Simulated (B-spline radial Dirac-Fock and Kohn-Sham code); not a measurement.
**Al 2p3/2: cross section and angular parameters**

System: the free aluminum atom in the configuration [Ne] 3s2 3p1; threshold 72.50 eV (tabulated edge). These are calculated numbers from a radial B-spline solver; the model is Dirac-Hartree-Slater photoionisation with a Latter tail; cross sections with all multipoles, angular parameters from the dipole term and its interference with E2.

For linearly polarised light dσ/dΩ = σ/(4π) [1 + β P₂(cos θ) + (δ + γ cos²θ) sin θ cos φ], with θ from the polarisation vector and φ the angle between the beam and the projection of the electron momentum on the plane normal to the polarisation.

| hν (eV) | σ (kb) | β | γ | δ |
| --- | --- | --- | --- | --- |
| 118 | 3220 | 1.153 | -0.001 | 0.010 |
| 126 | 3000 | 1.224 | 0.006 | 0.010 |
| 150 | 2270 | 1.356 | 0.027 | 0.011 |
| 300 | 503 | 1.488 | 0.155 | 0.015 |
| 488 | 142 | 1.405 | 0.273 | 0.022 |
| 545 | 104 | 1.373 | 0.301 | 0.024 |
| 600 | 79.3 | 1.342 | 0.327 | 0.027 |
| 631 | 68.6 | 1.325 | 0.340 | 0.028 |
| 831 | ? | ? | ? | ? |
| 1000 | 17.1 | 1.140 | 0.465 | 0.044 |
| 1040 | 15.1 | 1.123 | 0.475 | 0.046 |
| 1130 | 11.6 | 1.085 | 0.497 | 0.051 |
| 1150 | 11.0 | 1.077 | 0.502 | 0.052 |
| 1486.9 | 4.79 | 0.955 | 0.566 | 0.067 |
| 1580 | 3.92 | 0.925 | 0.581 | 0.072 |
| 1660 | 3.33 | 0.902 | 0.593 | 0.075 |
| 2984.4 | 0.445 | 0.629 | 0.718 | 0.132 |
| 3190 | 0.351 | 0.600 | 0.732 | 0.140 |
| 4000 | 0.156 | 0.509 | 0.777 | 0.170 |
| 5830 | 0.0392 | 0.378 | 0.859 | 0.228 |
| 7140 | 0.0183 | 0.316 | 0.908 | 0.264 |
| 8490 | 0.00948 | 0.266 | 0.953 | 0.298 |
| 9960 | 0.00513 | 0.222 | 0.993 | 0.333 |
| 10600 | 0.00403 | 0.205 | 1.008 | 0.347 |
| 10800 | 0.00374 | 0.200 | 1.013 | 0.351 |
| 11500 | 0.00293 | 0.184 | 1.028 | 0.366 |

Question: Give the values at 831 eV.

Answer: σ = 30.3 kb, β = 1.220, γ = 0.415, δ = 0.037.
